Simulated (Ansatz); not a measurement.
Mulliken charges of CH$_{4}$BrInO, SMILES `[OH][InH][CH2]Br` from B3LYP/def2-TZVPP in Ansatz (PBE0-D4/def2-TZVP geometry).

| atom | x (Å) | y (Å) | z (Å) | charge (e) |
| --- | --- | --- | --- | --- |
| O1 | -2.059 | 0.987 | 0.155 | -0.530 |
| In2 | -0.109 | 0.904 | 0.540 | 0.736 |
| C3 | 0.827 | -0.939 | -0.083 | -0.442 |
| Br4 | 1.406 | -0.519 | -1.910 | -0.135 |
| H5 | -2.400 | 0.202 | -0.279 | 0.167 |
| H6 | 0.549 | 2.317 | 1.221 | -0.111 |
| H7 | 1.724 | -1.221 | 0.463 | 0.164 |
| H8 | 0.155 | -1.789 | -0.163 | 0.153 |

By hand: the dipole of these point charges (1 e Å = 4.8032 D).

Σ q r = (0.300, -0.070, 0.479) e Å, of length 0.570 e Å = 2.74 D.

How does the dipole of the full density compare? (Best estimate.)

Ansatz gave: (0.214, -0.363, 0.278) e Å, 2.42 D; the point charges give 1.13 times that, at 39° from its direction.

Point charges leave out the atoms' own dipoles, such as those of lone pairs, and Mulliken's split depends on the basis, so the two needn't agree.

B3LYP here is the variant with VWN-RPA as its local correlation; programs differ in this.
